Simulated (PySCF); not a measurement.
## SMILES Cc1cc(Cl)ccp1, C₆H₆ClP

Cartesian coordinates in Å; atom numbers follow the order of the lines, from 1:
```xyz
14

C    -2.328   -0.333    0.085
C    -0.829   -0.297    0.002
C    -0.188    0.919    0.144
C     1.187    1.078    0.088
Cl    1.836    2.674    0.285
C     2.072    0.031   -0.117
C     1.646   -1.268   -0.284
P     0.000   -1.812   -0.268
H    -2.768    0.297   -0.688
H    -2.666    0.042    1.050
H    -2.697   -1.349   -0.043
H    -0.794    1.801    0.309
H     3.131    0.249   -0.145
H     2.398   -2.031   -0.439
```

Theory: GIAO HF/pcSseg-1 magnetisability, rotational g tensor and spin-rotation constants, non-relativistic, gas phase (PySCF). Geometry: GFN2-xTB.

Problem. What are the magnetisability and the molar susceptibility?

Solution. Isotropic -1562 × 10⁻³⁰ J/T², or -94.1 × 10⁻⁶ cm³/mol; principal values -2269, -1246, -1170 × 10⁻³⁰ J/T², anisotropy 1063 × 10⁻³⁰ J/T² (root of half the summed squared differences of the principal values). The susceptibility is in cgs units.

Problem. Split it along the inertial axes a, b, c into diamagnetic and paramagnetic parts about the centre of mass, with the quadrupole moment.

Solution. 
| axis | χ (10⁻⁶ cm³/mol) | diamagnetic (10⁻⁶ cm³/mol) | paramagnetic (10⁻⁶ cm³/mol) | summed x² of all electrons (Å²) | quadrupole Θ (D Å) |
| --- | --- | --- | --- | --- | --- |
| a | -74.7 | -578.5 | 503.8 | 270.9 | -7.28 |
| b | -70.8 | -1213.9 | 1143.1 | 121.1 | +11.67 |
| c | -136.7 | -1663.3 | 1526.6 | 15.2 | -4.39 |

Anisotropies 2χaa − χbb − χcc = +58.0 and 2χbb − χaa − χcc = +69.8 × 10⁻⁶ cm³/mol. Θ is traceless in Buckingham's convention.

Problem. And the rotational g tensor?

Solution. 
```csv
axis,rotational constant (GHz),g,nuclear part,electronic part
a,2.6912,-0.0402,0.5967,-0.6370
b,0.9982,-0.0220,0.5141,-0.5361
c,0.7314,+0.0098,0.5343,-0.5246
```
Asymmetric top; isotopes 12C, 35Cl, 1H, 31P; no vibrational averaging.
